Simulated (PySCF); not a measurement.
PySCF input for CH7FOSi2, SMILES C(F)[SiH2][SiH2]O, HF/pcSseg-1. Geometry: r2SCAN-D4/def2-SVP. The structure was generated by enumeration, and PubChem lists no compound with its InChIKey, so it may never have been made. The values are those of a single conformer.

```python
import numpy as np
from pyscf import gto, scf, dft
from pyscf.prop.nmr import rhf as nmr

mol = gto.M(
    atom='''
    O    -1.63660689    1.49721239   -0.32506126
    Si   -1.62197242    0.17826282    0.71388347
    Si    0.62601787   -0.48498806    0.67310923
    C     1.20482777   -0.31126149   -1.13492576
    F     2.55489754   -0.62391868   -1.24773847
    H    -2.48615264    1.93198425   -0.46766543
    H    -2.51731405   -0.91933782    0.21657087
    H    -2.10284439    0.53723279    2.08797341
    H     0.78989039   -1.89839446    1.13143050
    H     1.46492529    0.39871218    1.53808015
    H     0.62546968   -0.97614821   -1.80262016
    H     1.03919986    0.72524270   -1.48197606
    ''',
    basis='pcSseg-1',
    charge=0,
    spin=0,
    max_memory=1600,
    verbose=3,
)
mf = scf.RHF(mol)
mf.conv_tol = 1e-10
mf.max_cycle = 100
mf.kernel()
n = nmr.NMR(mf)
n.verbose = 2
n.max_cycle_cphf = 60
sigma = n.kernel()
print('atom   isotropic/ppm   span/ppm')
for i, s in enumerate(sigma):
    w = np.linalg.eigvalsh((s + s.T) / 2)
    print(f'{mol.atom_symbol(i):2s}{i + 1:3d} {w.mean():14.3f} {w[2] - w[0]:11.3f}')
```

Output:

```
converged SCF energy = -794.067007193214
atom   isotropic/ppm   span/ppm
O   1        347.190      85.062
Si  2        418.850     131.854
Si  3        455.742      55.386
C   4        123.110     116.604
F   5        489.284     101.478
H   6         30.669      24.859
H   7         27.029       7.525
H   8         26.984       7.822
H   9         28.016       8.014
H  10         27.729       7.921
H  11         27.188       8.453
H  12         26.946       9.620
```

The run converged.

Cost: roughly 40 core-seconds.
